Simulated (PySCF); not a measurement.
Caution: the restricted solution is unstable towards spin-unrestricted or complex orbitals, so a lower solution exists and this singlet may not be the ground state.  The multiplicity is imposed and other spin states were not computed.

## [Hf(CO)] (charge 0, multiplicity 1)

Level of theory: PySCF with PBE-D3(BJ)/def2-TZVP // PBE-D3(BJ)/def2-SVP.

The HOMO comes out as -3.93 eV, the dipole moment is 2.69 D and the LUMO is -4.13 eV. The HOMO–LUMO gap comes out as -0.21 eV and the charge on the central atom (Mulliken) is 0.18 e. The mean C–O bond length of the carbonyls comes out as 1.181 Å and the total energy comes out as -161.1481 Ha. The cost comes out as roughly 21 core-seconds.

Bond lengths (Å): Hf1–C3 2.096, O2–C3 1.181. Angles (°): Hf1–C3–O2 180.0.
